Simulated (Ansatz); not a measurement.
Task: Name a neutral molecule of Cl, I, Si, Sn and H with HOMO–LUMO gap (ωB97M-V/def2-TZVPP) between 9.40 and 9.70 eV and ideal-gas entropy at 298 K and 1 bar (rigid rotor, harmonic PBE0-D4/def2-TZVP) between 408 and 424 J/(mol·K) (Ansatz, PBE0-D4/def2-TZVP geometry).

Result: `[SiH3][SnH]([Cl])[I]` (9.63 eV, 408 J/(mol·K)). Other molecules can fit too; these were computed, each in one conformer that needn't be the lowest.
